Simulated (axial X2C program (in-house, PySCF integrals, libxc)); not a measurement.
**Spin–orbit effects down a group: molecules with F (ions), HF**

Calculated with an axial X2C code built on PySCF integrals, spin-free (one-electron X2C) or two-component (2c: spin–orbit coupling with atomic mean-field Coulomb and Gaunt terms, which also bring small scalar terms), in Dyall basis sets with cores contracted in-house; open shells are unrestricted.

Basis sets: C dyall-v3z, F dyall-av3z, Ge dyall-cv3z, Si dyall-v3z, Sn dyall-cv3z.

```tsv
molecule	spin-free state	Re (Å)	ωe (cm⁻¹)	De (eV)	2c state	Re 2c (Å)	ωe 2c (cm⁻¹)	De 2c (eV)
CF⁺	M_S = 0, Λ = 0	1.132	1972.7	5.45	Ω = 0	1.132	1972.7	5.40
SiF⁺	?	?	?	?	?	?	?	?
GeF⁺	M_S = 0, Λ = 0	1.647	863.0	3.70	Ω = 0	1.647	862.6	n/a
SnF⁺	M_S = 0, Λ = 0	1.853	733.6	3.18	Ω = 0	1.853	733.5	2.83
```

Problem. Estimate the 2c Re and ωe of SiF⁺ as the mean of its neighbours in the table.

Solution. Re ≈ 1.389 Å, ωe ≈ 1417.7 cm⁻¹. The HF runs give the row below, so the estimate misses by -0.131 Å and 321.4 cm⁻¹.

```tsv
molecule	spin-free state	Re (Å)	ωe (cm⁻¹)	De (eV)	2c state	Re 2c (Å)	ωe 2c (cm⁻¹)	De 2c (eV)
SiF⁺	M_S = 0, Λ = 0	1.521	1096.3	4.79	Ω = 0	1.521	1096.3	4.78
```

Fragments in 2c: F + C+, Si+ + F, Ge+ + F, Sn+ + F. Each entry is the lowest single determinant of a limited PBE0 search at one distance. De goes to single-determinant-based atoms at the same level (for ions the charge split of lowest energy) and is withheld (n/a) where an atom does not fit its ground term or J level. Main or longest-lived isotopes. Some light 2c atoms are not at their ground J level, so De misses part of their lowering (0.04 eV or less).
